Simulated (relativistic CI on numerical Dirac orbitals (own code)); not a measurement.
**Slater and spin-orbit integrals, Nd³³⁺**

These numbers are calculated, not measured: Dirac-Coulomb-Breit CI, orbitals from a KLI potential per configuration, a model potential for QED, unscaled Slater integrals (own radial code, finite nucleus).

Slater integrals F^k, G^k are unscaled and averaged over j, outside the closed core [Ne]; ζ comes from projecting the Hamiltonian with its Breit term on Σ l·s of the shell.

- 3s²3p⁶3d⁹: ζ(3d) = 75297 cm⁻¹; <r>(3d) = 0.2315, <r^2>(3d) = 0.06254 (bohr units).
- 3s²3p⁵3d¹⁰: ζ(3p) = 589560 cm⁻¹; <r>(3p) = 0.256, <r^2>(3p) = 0.07582 (bohr units).
- 3s²3p⁶3d⁸4s: F^2(3d,3d) = 441610, F^4(3d,3d) = 284290, ζ(3d) = 76768, G^2(3d,4s) = 44752 cm⁻¹; <r>(3d) = 0.2296, <r^2>(3d) = 0.06149, <r>(4s) = 0.5179, <r^2>(4s) = 0.3014 (bohr units).

Problem. Give the Racah parameters of the d shell in 3s²3p⁶3d⁸4s.

Solution. B = F²/49 − 5F⁴/441 = 5789 cm⁻¹ and C = 35F⁴/441 = 22563 cm⁻¹.

Averages of the first 10 configurations, taken without configuration mixing, which lowers the lowest level and can move excited configurations by several eV; other configurations of the list can lie among them:

```csv
Configuration,Parity,States,Average energy above the lowest level (eV)
3s²3p⁶3d⁹,even,10,9.5
3s²3p⁵3d¹⁰,odd,6,345.7
3s3p⁶3d¹⁰,even,2,588.4
3s²3p⁶3d⁸4s,even,90,899.7
3s²3p⁶3d⁸4p,odd,270,988.5
3s²3p⁶3d⁸4d,even,450,1107.9
3s²3p⁴3d¹⁰4s,even,30,1564.8
3s²3p⁵3d⁹4s,odd,120,1229.2
3s²3p⁴3d¹⁰4p,odd,90,1654.0
3s²3p⁶3d⁸4f,odd,630,1219.9
```
